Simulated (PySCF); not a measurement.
PySCF input:

```python
from pyscf import gto, scf, dft

mol = gto.M(
    atom='''
    Cl    1.56953615   -1.95441739    0.88188008
    Si    1.14557259   -0.18755483   -0.07544387
    Cl    2.11201302    1.37461198    0.84305781
    Si   -1.17563763    0.19308265    0.12934847
    Cl   -1.60532418    1.95935336   -0.86097407
    Cl   -2.14743929   -1.36745603   -0.82217769
    H     1.63155358   -0.28295209   -1.46502851
    ''',
    basis='def2-tzvpd',
    charge=0,
    spin=1,
    verbose=4,
)

mf = scf.UHF(mol).density_fit(auxbasis='def2-universal-jkfit')
mf.conv_tol = 1e-9
mf.max_cycle = 100
mf.max_memory = 1500
mf.kernel()
if not mf.converged:
    mf = mf.newton()
    mf.kernel(mf.make_rdm1())
for _ in range(2):
    mo, _, stable, _ = mf.stability(return_status=True)
    if stable:
        break
    mf.kernel(mf.make_rdm1(mo, mf.mo_occ))
mf.analyze()
```

**Question.** Which total energy does the run end on?

**Answer.** -2416.70268 Eh (HF/def2-TZVPD).

It need not be the lowest isomer of its formula.
